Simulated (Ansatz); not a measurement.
Two members of one family ((BeO)n), computed with Ansatz in the gas phase. The two geometries come from different levels. Binding counts from free atoms in the multiplicity of their measured ground term, without zero-point energy. The structures are stationary points that may keep the symmetry of their start.

First: Be7O7 (singlet, charge 0, PBE0-D4/def2-SVP geometry).

```xyz
14

Be   -0.283    1.768    2.503
Be    1.371   -2.127   -1.752
Be   -2.189    2.065    0.654
Be    1.834    0.138    2.469
Be   -0.857   -1.054   -2.761
Be   -2.444    0.810   -1.690
Be    2.569   -1.599    0.578
O     0.304   -1.876   -2.663
O    -1.459    2.262    1.863
O     2.324   -2.201   -0.693
O    -1.948   -0.144   -2.628
O     0.916    1.126    2.933
O     2.599   -0.864    1.799
O    -2.736    1.696   -0.611
```

```tsv
level	HOMO (eV)	LUMO (eV)	gap (eV)	binding per atom (eV)
PBE-D4/def2-SVP	-7.18	-1.87	5.31	5.34
PBE-D4/def2-TZVP	-7.07	-1.82	5.25	5.28
r2SCAN-D4/def2-TZVP	-7.39	-1.37	6.02	5.23
PBE0-D4/def2-SVP	-8.76	-1.17	7.59	5.14
PBE0-D4/def2-TZVP	-8.62	-1.15	7.47	5.10
```

Second: Be9O9 (singlet, charge 0, r2SCAN-D4/def2-SVP geometry).

```csv
atom,x (Å),y (Å),z (Å)
Be1,-2.6404,1.0404,-2.8373
Be2,-0.9490,-0.8943,-3.7847
Be3,1.1786,-2.4136,-2.9610
Be4,1.9153,-0.0705,3.5208
Be5,2.7557,-2.8061,-0.7545
Be6,3.0498,-1.8799,1.8065
Be7,-2.0966,2.7715,1.9794
Be8,-0.1182,1.7648,3.5878
Be9,-3.0952,2.4867,-0.5566
O10,2.1733,-2.8854,-2.0541
O11,2.7456,-1.0775,2.9456
O12,-3.1724,1.9514,-1.8764
O13,0.1288,-1.8272,-3.7278
O14,0.9933,0.9393,3.9293
O15,-1.2246,2.5069,3.0765
O16,-2.8704,2.9057,0.7882
O17,-1.9827,0.0811,-3.6629
O18,3.2092,-2.5933,0.5812
```

Question: Estimate the same table for the second.

Answer: 
```tsv
level	HOMO (eV)	LUMO (eV)	gap (eV)	binding per atom (eV)
PBE-D4/def2-SVP	-7.08	-1.68	5.40	5.37
PBE-D4/def2-TZVP	-7.02	-1.72	5.30	5.31
r2SCAN-D4/def2-TZVP	-7.33	-1.23	6.10	5.26
PBE0-D4/def2-SVP	-8.65	-0.98	7.67	5.17
PBE0-D4/def2-TZVP	-8.56	-1.07	7.49	5.13
```
